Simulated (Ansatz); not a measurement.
## Worked example: C2H7N + GaH(CH3)(SH) → C2H6S + GaH(CH3)(NH2)

Species: C2H7N (ethanamine) `CCN`, singlet; GaH(CH3)(SH), singlet; C2H6S (ethanethiol) `CCS`, singlet; GaH(CH3)(NH2), singlet. The partners trade NH2 for SH: C–NH2 and Ga–SH bonds give way to C–SH and Ga–NH2.

Shapes, held fixed at every level: PBE0-D4/def2-TZVP. Flexible molecules stand in one conformer, not always the lowest. Programs: Ansatz 0.2.0. The zero-point and thermal change to 298 K, harmonic and unscaled (PBE0-D4/def2-TZVP), is -4.5 kJ/mol.

At CCSD(T)/def2-TZVPP; 1 Eh = 2625.50 kJ/mol:

| species | energy (Eh) |
| --- | --- |
| C2H7N | -134.942757 |
| GaH(CH3)(SH) | -2362.273938 |
| C2H6S | -477.406866 |
| GaH(CH3)(NH2) | -2019.799443 |

Task: Work out ΔH(298 K) of the reaction at this level.

Result: 
1. Products less reactants: (-477.406866) + (-2019.799443) − [(-134.942757) + (-2362.273938)] = 0.010386 Eh = +27.3 kJ/mol.
2. With the thermal change: +27.3 + (-4.5) = +22.8 kJ/mol.

Other levels give +22.9 (B2PLYP/def2-TZVPP) to +32.0 kJ/mol (CCSD(T)/def2-SVP). No measured value is set beside it here. Relativity is left out for Ga unless named. Correlated rows may include outer-core shells of Ga, which these sets cover unevenly.
